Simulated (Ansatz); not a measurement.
Two isomers of C8H16: A = `C[C@@H]1CCCC[C@@H]1C`, B = `C[C@@H]1CCCC[C@H]1C`.

Calculated with Ansatz (gas phase, PBE0-D4/def2-TZVP geometries, no zero-point term in ΔE). CCSD(T)/CBS adds triple-zeta CCSD(T) − MP2 to the extrapolated MP2 energy (def2 sets, frozen cores). Functionals use def2-TZVPP. B3LYP here is the variant with VWN-RPA as its local correlation; programs differ in this.

Q: Which isomer does CCSD(T)/CBS put lower? Give the gap. (Estimate.)

A: Computed: A, by 3.8 kJ/mol.

Q: Give E(B) − E(A) in kJ/mol with PBE0-D4, B3LYP, HF/def2-TZVPP, CCSD(T)/def2-TZVPP, ωB97M-V, MP2/def2-TZVPP, PBE-D4. (Best estimate.)

A: Computed: PBE0-D4 3.8, B3LYP 4.6, HF/def2-TZVPP 5.2, CCSD(T)/def2-TZVPP 3.7, ωB97M-V 3.8, MP2/def2-TZVPP 3.7, PBE-D4 3.7. None reverses the order clearly.

Largest T1 diagnostic: 0.009.
